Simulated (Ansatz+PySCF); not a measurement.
The numbers below are computed, except where a source is named.
## Several solutions for singlet AlCl3

```json
{"atom": "Al", "x (Å)": "0.0000", "y (Å)": "0.0000", "z (Å)": "0.0000"}
{"atom": "Cl", "x (Å)": "2.0789", "y (Å)": "0.0000", "z (Å)": "0.0000"}
{"atom": "Cl", "x (Å)": "-1.0395", "y (Å)": "1.8004", "z (Å)": "0.0000"}
{"atom": "Cl", "x (Å)": "-1.0395", "y (Å)": "-1.8004", "z (Å)": "0.0000"}
```

Basis set: def2-SVP (spherical functions). Charge 0, multiplicity 1.

CASSCF(2,2) was run from several starts with Ansatz (development build ahead of 0.2.0) and PySCF 2.14.0. The starts are those of the Hartree–Fock orbitals from which the active space was taken at the frontier.

```json
{"run": "A", "program": "PySCF", "start": "program defaults", "converged": "yes", "energy (hartree)": "-1620.13499", "<S²>": "0.00"}
{"run": "B", "program": "Ansatz", "start": "stability test followed", "converged": "yes", "energy (hartree)": "-1620.14353", "<S²>": "0.00"}
{"run": "C", "program": "Ansatz", "start": "search for the lowest state", "converged": "yes", "energy (hartree)": "-1620.14353", "<S²>": "0.00"}
{"run": "D", "program": "Ansatz", "start": "atomic start, no search", "converged": "yes", "energy (hartree)": "-1620.14353", "<S²>": "0.00"}
```

Which runs reached the lowest solution of this kind, and what is wrong with the others?

B, C, D reached the lowest solution found. Converged but too high: A by 0.23 eV. Convergence only shows a stationary point; in CASSCF the end hangs on which orbitals enter the active space. Caution: other starts end on other solutions of this active space.
